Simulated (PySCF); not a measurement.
## `InChI=1S/C5H4N4SSe/c1-11-3-2-6-4-5(7-3)9-10-8-4/h2H,1H3`

Cartesian coordinates in Å; atom numbers follow the order of the lines, from 1:
```xyz
15

C     3.259    0.263   -0.493
Se    2.408   -1.460   -0.693
C     0.638   -0.873   -0.387
C    -0.397   -1.889   -0.446
N    -1.655   -1.639   -0.255
C    -1.945   -0.338    0.009
N    -3.166    0.128    0.233
S    -2.997    1.725    0.495
N    -1.382    1.890    0.336
C    -0.914    0.677    0.068
N     0.391    0.382   -0.138
H     2.956    0.925   -1.314
H     2.958    0.705    0.464
H     4.341    0.084   -0.519
H    -0.107   -2.926   -0.663
```

Computed, not measured: quadratic response CAM-B3LYP/aug-cc-pVDZ first hyperpolarisability, Taylor convention, gas phase (PySCF 2.14.0). Geometry: PBE0-D3(BJ)/def2-SVP.

The calculation is non-relativistic, which matters for the atoms heavier than Zn.

Q: Give the tensor of the static β(0;0,0) in the axes of these coordinates.

A: In au, Taylor convention; rows are the first index (the induced dipole):
```
       xx      yy     zz      xy      xz     yz
x  +913.9  +139.5   -9.5  -417.6  -193.6  +89.9
y  -417.6   +71.8  +41.9  +139.5   +89.9  -23.4
z  -193.6   -23.4  +39.6   +89.9    -9.5  +41.9
```
Norm of βᵢ = ⅓ Σⱼ (βᵢⱼⱼ + βⱼᵢⱼ + βⱼⱼᵢ): 1101.5 au, hyper-Rayleigh value 494.0 au.
